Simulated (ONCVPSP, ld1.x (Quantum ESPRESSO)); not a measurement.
# Hardness and transferability of assorted potentials

Generated with ld1.x 7.5 (TM, RRKJ, ultrasoft, PAW), atompaw 4.2 or ONCVPSP 4.0.1. The cutoff is in Ry: for ld1.x and atompaw files where the sum of valence levels is converged to 10 mRy in a Bessel basis, for ONCV files where the hardest occupied wave has 1 mHa per electron of residual kinetic energy. The error is the largest all-electron minus pseudo excitation energy over each file’s own four to seven test configurations (ionisations up to +4, promotions, holes and added fractions of an electron), all of which were solved. The labels leave out finer settings (local radius, basis sizes, second energies), which also bear on the numbers. Spin-polarised tests are not counted. The rows are a selection from randomly drawn settings: files with unsolved tests, undetermined cutoffs or missed reference levels are left out.

A true bound ghost makes a file unfit for plane-wave use even where its test errors are small: the radial tests pick states by their node count and pass the ghost by.

```tsv
element	potential	cutoff (Ry)	largest error (meV)	bound ghosts
Ne	ONCV, BLYP, scalar-relativistic, rc 0.50/1.55/1.50 (spd), local smoothed, core correction no, reference 2s2 2p4, qcut 16.2/10.3/6.6, projectors 2/2/2	1140	+2196	s
Mg	ONCV, PBE, scalar-relativistic, rc 1.40/0.75/1.25 (spd), local smoothed, core correction no, reference 2s2 2p6 3s1.5, qcut 10.1/16.8/7.3, projectors 2/3/2	218	-0.7	none
Mn	ONCV, PW91, fully relativistic, rc 1.65/0.90/0.90 (spd), local smoothed, core correction no, reference 3s2 3p6 3d5 4s2, qcut 9.4/10.1/11, projectors 2/2/2	796	+7.7	none
Ce	ONCV, PBE, non-relativistic, rc 3.05/2.95/2.90 (spd), local d, core correction yes, reference 5s2 5p6 5d1 6s1.5 6p0.5, qcut 4.6/5.4/6.6, projectors 2/2/0	13	-0.9	none
```

**Question.** Fill in the row for F: ONCV, PBE, scalar-relativistic, rc 0.70/0.90/0.75 (spd), local smoothed, core correction yes, reference 2s2 2p5, qcut 11.5/7.7/11.9, projectors 1/1/2.

**Answer.** cutoff 336 Ry, largest error +261 meV, bound ghosts: none.

**Question.** Fill in the row for Ar: ONCV, PBE, non-relativistic, rc 1.15/1.35/1.35 (spd), local smoothed, core correction yes, reference 3s2 3p6, qcut 6.1/9.5/7.6, projectors 3/2/2.

**Answer.** cutoff 41 Ry, largest error +63 meV, bound ghosts: s.

**Question.** Fill in the row for Pt: TM, LDA (PZ), non-relativistic, rc 2.20/3.00/1.90/2.85 (spdf), local s, core correction yes, reference 5d9 6s0 6p1.

**Answer.** cutoff 40 Ry, largest error -1487 meV, bound ghosts: none.
